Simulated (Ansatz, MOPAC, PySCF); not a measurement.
Donor–acceptor adduct: C3H9Al (SMILES [CH3][Al]([CH3])[CH3]) (first 13 atoms) with H2O (SMILES O); geometry from B3LYP-D3(BJ)/def2-TZVP, rigid monomers moved along the line of their centres of mass till Al2···O14 is 2.38 Å.
(charge 0, multiplicity 1):
```csv
atom,x (Å),y (Å),z (Å)
C,0.0047,0.6551,-1.1018
Al,0.1532,-0.0714,0.7356
C,1.9329,-0.0929,1.5787
C,-1.1579,-1.4462,1.2985
H,0.4620,-0.0261,-1.8273
H,0.5236,1.6129,-1.2239
H,-1.0313,0.7967,-1.4295
H,1.8804,-0.2545,2.6598
H,2.4831,0.8389,1.4146
H,2.5535,-0.8985,1.1716
H,-1.2261,-1.5482,2.3879
H,-0.8699,-2.4343,0.9242
H,-2.1694,-1.2610,0.9202
O,-0.9061,1.7618,1.8263
H,-1.7018,1.4817,2.2973
H,-1.1653,2.4461,1.1955
```

Monomers are frozen at their geometry in the pair; levels with a basis set take the counterpoise correction. Rows marked so take none.

Rows in 6-31G*, STO-3G carry no dispersion term and start afresh at each structure (6-31G* with six Cartesian d functions). The state that PM7 reach isn't checked; PM7 holds dispersion and hydrogen-bond terms.

Programs: Ansatz (Gaussian basis) for Hartree–Fock, density functionals and correlated methods; MOPAC for PM7 (differences of heats of formation); PySCF for 6-31G* rows, STO-3G rows. Values without a source in brackets are computed.

Q: One of these levels gives -9.18 kcal/mol for the interaction energy. Name it.
A. B3LYP/def2-TZVPPD
B. PM7
C. HF/STO-3G (no counterpoise)
D. HF/6-31G* (no counterpoise)

A: B, PM7. The others give -26.37 (HF/STO-3G (no counterpoise)), -18.15 (HF/6-31G* (no counterpoise)), -13.58 (B3LYP/def2-TZVPPD)

Ansatz is a quantum-chemistry and plane-wave program.
